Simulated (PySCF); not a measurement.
Compound: SnCl3(OiPr), C₃H₇Cl₃OSn.
Geometry (PBE0-D3(BJ)/def2-SVP, Å), atoms numbered from 1 in this order:
```
atom  x, y, z in Å
Sn1    1.0438    1.3594    1.6084
Cl2    1.0318    1.4106    3.9222
Cl3    3.2493    1.3221    0.8813
Cl4    0.0330    3.2432    0.6911
O5     0.0322   -0.2156    1.0401
C6    -0.5816   -0.2404   -0.2489
C7    -1.3937   -1.5183   -0.2991
C8     0.4531   -0.1530   -1.3558
H9    -1.2701    0.6224   -0.3389
H10   -0.7304   -2.3929   -0.2185
H11   -1.9541   -1.5841   -1.2435
H12   -2.1072   -1.5477    0.5362
H13    1.0138    0.7957   -1.3102
H14    1.1740   -0.9811   -1.2755
H15   -0.0268   -0.1965   -2.3449
```

Computed with PySCF, TDDFT wB97X-D/def2-SVPD, vertical, gas phase, core orbitals frozen in the response, def2 core potentials past Kr. Spin–orbit coupling is left out.

Ground-to-excited transition dipoles (e·a0, same axes as the geometry; the sign carries no meaning), for the states with f of 0.002 or more among the lowest 7:

```tsv
state	E (eV)	μx	μy	μz
S1	4.608	0.218	-0.088	-0.104
S2	5.378	0.091	0.127	0.146
S3	5.444	-0.322	-0.710	-0.398
S4	5.582	-0.377	0.037	-0.173
S5	5.602	0.383	0.378	-0.151
S6	5.827	0.404	-0.345	-0.012
S7	5.839	-0.155	-0.170	0.466
```

Task: What oscillator strength does each state have?

Result: f = (2/3) ΔE |μ|² with ΔE in hartree (27.2114 eV).

| state | \|μ\|² (au) | \|μ\| (D) | f |
| --- | --- | --- | --- |
| S1 | 0.066 | 0.65 | 0.007 |
| S2 | 0.046 | 0.54 | 0.006 |
| S3 | 0.765 | 2.22 | 0.102 |
| S4 | 0.174 | 1.06 | 0.024 |
| S5 | 0.312 | 1.42 | 0.043 |
| S6 | 0.282 | 1.35 | 0.040 |
| S7 | 0.270 | 1.32 | 0.039 |

Task: Which bond between heavy atoms lies closest to the direction of the S3 transition dipole?

Result: Sn1–O5, at 13° from it; next C6–C7 at 26°.

Task: What angle do the transition dipoles of S3 and S6 make?

Result: |cos θ| = |μa·μb| / (|μa| |μb|) = 0.26, so θ ≈ 75° (taken between 0 and 90°, since the signs are arbitrary).

Task: How is the summed strength of these states shared among x, y and z?

Result: (2/3) Σ ΔE μα² gives 0.087 for x, 0.111 for y and 0.063 for z, 0.261 in all.

Task: What peak molar absorption coefficient would the strongest computed level give as a lone Gaussian band 0.3 eV wide at half height?

Result: ε(max) = 2.175×10⁸ f / FWHM, with the width in cm⁻¹. S3: 2.175×10⁸ × 0.1021 / 2420 ≈ 9200 L mol⁻¹ cm⁻¹.

All these states lie below the vertical ionisation energy of 10.47 eV (ΔSCF).

One conformer stands for the species.
